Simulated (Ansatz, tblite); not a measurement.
Cost and result up the ladder for the cluster RuF₃ (4 atoms). Charge 0, multiplicity 2. Geometry: PBE0-D4/def2-TZVP.

Cartesian coordinates in Å:
```
Ru 0.001 0.000 -0.001
F -1.346 1.216 0.059
F 0.188 -1.079 -1.450
F 1.157 -0.137 1.392
```

Ansatz on 4 threads of Arm Neoverse V2 on a shared host; xTB runs through tblite on one thread. Times are rough, summed over both states, and most runs start from the orbitals of an earlier one. RPA@PBE/def2-TZVP serves as the yardstick here, not as an exact answer. The other state is a quartet at its own geometry.

In the def2 sets Ru takes a core potential; there is no spin–orbit coupling. The xTB rows come from tblite. Correlated methods freeze 3 core orbitals; core or outer-core shells of Ru are correlated, in sets that lack core-valence functions. Another isomer (doublet) lies 0.05 eV lower at r2SCAN-D4/def2-TZVP.

Run but left out: HF/STO-3G, HF/def2-TZVP, HF/def2-TZVPP, r2SCAN0-D4/def2-TZVP, BHLYP-D4/def2-TZVP, PBE-QIDH/def2-TZVP, MP2/def2-TZVP, MP2/def2-TZVPP, CCSD/def2-TZVPP, CCSD(T)/def2-TZVPP (doublet: ⟨S²⟩ 1.11 to 1.77, where a pure state has 0.75).

Correlated methods converge slowly with the basis.

xTB has no spin-polarisation term.

```json
{"level": "GFN1-xTB", "functions": "21", "wall time": "0.004 s"}
{"level": "GFN2-xTB", "functions": "21", "wall time": "0.005 s"}
{"level": "revPBE-D4/def2-TZVP", "functions": "133", "wall time": "6.7 s"}
{"level": "PBE0-D4/def2-TZVP (with forces)", "functions": "133", "wall time": "10 s"}
{"level": "CAM-B3LYP-D4/def2-TZVP", "functions": "133", "wall time": "11 s"}
{"level": "PBE-D4/def2-TZVP", "functions": "133", "wall time": "11 s"}
{"level": "RPA@PBE/def2-TZVP", "functions": "133", "wall time": "12 s"}
{"level": "r2SCAN-D4/def2-TZVP", "functions": "133", "wall time": "21 s"}
```

Estimate what each level gives for the quartet − doublet (eV).


| level | quartet − doublet (eV) | difference from RPA@PBE/def2-TZVP (eV) | remarks |
| --- | --- | --- | --- |
| GFN1-xTB | 0.97 | 1.26 | – |
| GFN2-xTB | 0.99 | 1.27 | – |
| revPBE-D4/def2-TZVP | -0.42 | -0.13 | – |
| PBE0-D4/def2-TZVP (with forces) | -0.56 | -0.28 | spin-contaminated (⟨S²⟩ 0.86) (doublet) |
| CAM-B3LYP-D4/def2-TZVP | -0.52 | -0.23 | – |
| PBE-D4/def2-TZVP | -0.41 | -0.12 | – |
| RPA@PBE/def2-TZVP | -0.29 | 0.00 | – |
| r2SCAN-D4/def2-TZVP | -0.66 | -0.38 | spin-contaminated (⟨S²⟩ 0.85) (doublet) |
